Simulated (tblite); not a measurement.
Compound: C7H13 (doublet state).
Numbering: `[CH3:1][CH2:2]/[CH:3]=[C:4]\[CH2:5][CH2:6][CH3:7]` (hydrogens: H8, H9, H10 on C1; H11, H12 on C2; H13 on C3; H14, H15 on C5; H16, H17 on C6; H18, H19, H20 on C7)
Bond orders are those of one Lewis drawing.

Computed with GFN2-xTB (tblite), gas phase: L-BFGS steps from a force-field or distance-geometry start until the largest atomic force falls under 0.01 eV/Å.

Geometry at step 55:
```
atom  x, y, z in Å
C1     -3.3396    0.3894    0.0912
C2     -2.2879   -0.5007   -0.5705
C3     -1.0736    0.3252   -0.9775
C4      0.1125    0.2432   -0.4694
C5      1.0266   -0.4970    0.3906
C6      2.3949   -0.6203   -0.3043
C7      3.0908    0.7269   -0.4633
H8     -3.9583   -0.2044    0.7840
H9     -2.8415    1.1852    0.6745
H10    -3.9935    0.8518   -0.6709
H11    -1.9698   -1.2871    0.1151
H12    -2.6969   -0.9697   -1.4670
H13    -1.2881    1.0634   -1.7466
H14     1.1372    0.0018    1.3585
H15     0.6478   -1.5160    0.5745
H16     3.0377   -1.3077    0.2494
H17     2.2134   -1.0601   -1.2874
H18     2.4295    1.4251   -0.9771
H19     3.3468    1.1478    0.5088
H20     4.0068    0.6141   -1.0448
```

Task: Give the atomic forces at this geometry.

Result: 
```csv
atom,Fx (eV/Å),Fy (eV/Å),Fz (eV/Å)
C1,-0.223,0.202,0.156
C2,0.032,0.017,-0.017
C3,0.084,0.018,-0.019
C4,0.008,-0.015,-0.030
C5,0.018,0.004,-0.034
C6,0.002,-0.070,-0.042
C7,-0.037,-0.024,-0.012
H8,0.158,0.295,-0.348
H9,-0.321,-0.361,-0.270
H10,0.348,-0.151,0.474
H11,0.028,0.029,0.022
H12,-0.044,-0.052,0.013
H13,-0.058,0.008,0.085
H14,0.008,0.041,-0.049
H15,-0.028,0.060,0.011
H16,-0.014,0.023,0.077
H17,0.096,0.018,-0.056
H18,0.054,-0.046,0.021
H19,-0.020,-0.030,-0.046
H20,-0.090,0.033,0.064
```

The largest, 0.61 eV/Å, acts on H10; the rms over all components is 0.136 eV/Å. The forces sum to zero within rounding, as they must for an isolated molecule in no field.

Task: Give the force on H10 in Eh/bohr and in nN.

Result: 0.607 eV/Å ÷ 51.422 = 0.01181 Eh/bohr, and 0.607 eV/Å × 1.602 = 0.97 nN.

Task: How far is this geometry from the end of the optimisation?

Result: 0.083 eV above it, and 0.178 Å rms away after alignment. The bonds farthest from their final lengths, with half the difference of the two atoms' forces along the bond (positive lengthens):

```
  bond  now (Å)  final (Å)  force along bond (eV/Å)
 C1–H9    1.105      1.088                    -0.34
C1–H10    1.106      1.088                    -0.35
 C1–H8    1.102      1.089                    -0.29
 C1–C2    1.528      1.524                    +0.18
 C5–C6    1.540      1.536                     0.00
C7–H20    1.091      1.088                    -0.05
```

The angle farthest from its final value is C3–C4–C5, 147.1° against 143.8°.

Of the 3 listed bonds off by 0.010 Å or more, this force points towards the final length in 3.

The cost below is that of the whole relaxation. On one thread, Arm Neoverse V1 (aarch64), shared host with 32 logical CPUs at a one-minute load of 16, this took 0.69 s.
